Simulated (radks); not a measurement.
Results of a calculation; reference values are marked as such.
Problem. These are the eigenvalues of the occupied orbitals of an atom or ion with whole-number occupations (hartree). Code: a radial shooting solver on a logarithmic mesh with Libxc functionals. Model: Dirac Kohn-Sham, PBE, spin-unpolarised, spherical densities, point nucleus.

1s1/2: -3233.259
2s1/2: -577.7806
2p1/2: -554.7759
2p3/2: -474.2965
3s1/2: -138.6754
3p1/2: -128.3128
3p3/2: -110.3559
3d3/2: -93.35995
3d5/2: -89.53980
4s1/2: -31.39296
4p1/2: -26.91054
4p3/2: -22.51519
4d3/2: -15.22474
4d5/2: -14.40464
5s1/2: -5.28000
4f5/2: -4.96840
4f7/2: -4.78353
5p1/2: -3.75231
5p3/2: -2.93132
5d3/2: -0.83211
5d5/2: -0.73722
6s1/2: -0.44050
6p1/2: -0.16834
6p3/2: -0.11460

Which element is it, and in what charge state? The configuration may be excited. Open shells, if any, are shared by 2j + 1.

Solution. Z = 82, lead, charge 0: Pb in [Hg] 6p2. The list shows which subshells hold electrons but not how many an open one holds; the 1s level, -3233.3 hartree, gives Z - s = 80.4 by -(Z - s)^2/2, which with screening and relativity narrows Z to a few neighbours, and the depths of the outer levels then fix element, charge and occupations together.
